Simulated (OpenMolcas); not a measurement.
Levels of Xe⁶⁺ by method

* Program: OpenMolcas
* Basis: ANO-R2 [7s6p4d2f1g]
* Scalar Hamiltonian: X2C, finite nucleus
* Active space: 2 electrons in 4 orbitals (5s 5p)
* State averaging: 2S+1 = 3 even, 3 roots; 2S+1 = 1 even, 7 roots; 2S+1 = 3 odd, 3 roots; 2S+1 = 1 odd, 3 roots
* Spin-orbit coupling: state interaction with AMFI integrals over the reference wave functions, term energies averaged over their components

Methods on the same reference wave functions:
A. CASSCF
B. SS-CASPT2, IPEA 0.25 Eh, imaginary shift 0.1 Eh (closed shells correlated: 4d)
C. MS-CASPT2, IPEA 0.25 Eh, imaginary shift 0.1 Eh (closed shells correlated: 4d)

Energies in cm-1 above 5s2 1S0, the measured ground level; measured values from Saloman, J. Phys. Chem. Ref. Data 33, 765 (2004).

```csv
Level,A,B,C,Measured
5s2 1S0,0.0,0.0,0.0,0.0
5s 5p 3P* 0,91712,96350,96960,96141
5s 5p 3P* 1,96075,100320,100930,100451
5s 5p 3P* 2,107466,112100,112720,113676
5s 5p 1P* 1,152714,140220,140830,143259
5p2 3P0,223742,223810,224420,223673
5p2 3P1,232497,233470,234090,234685
5p2 1S0,282683,272670,273910,273208
```

Deviations, from unrounded energies. A percentage is the sum of absolute deviations over the sum of measured energies, with the sign that they share, or ± where signs differ.

```tsv
Against measurement	Levels	A	B	C
mean absolute deviation (cm-1)	7	5200	980	960
other configurations (%)	7	±3.1	±0.6	±0.6
```

B, C lie about equally close to measurement and A furthest from it. The largest miss of C in the table is 5s 5p 1P* 1, by -2400 cm-1. The ranking rests on the paired levels alone, and a cruder setting can come out closer through cancelling errors.

Between B and C the level of the table that moves most is 5p2 1S0, by 1200 cm-1 (lowest in B, highest in C). Moves below CASPT2's spread within the term are not significant.

The lowest spin-free term lies below A's lowest term by 0.429 hartree in B, 0.432 hartree in C.

Over all roots computed the reference weight is 0.90 to 0.95 in B, 0.90 to 0.95 in C; the roots of lowest weight are the least certain, and an intruder state may touch them. The ¹D term of p² mixes with s d, which this space lacks. Measured partners are found by configuration, term and J. A level has none where our copy of the source lacks it or the pairing is in doubt (some pairs that miss far off the trend of their configuration count as doubtful), and it then counts in no deviation. Only configurations of the active space appear. Levels that lie high or do not pair safely by name in every column are left out.

* marks odd parity.
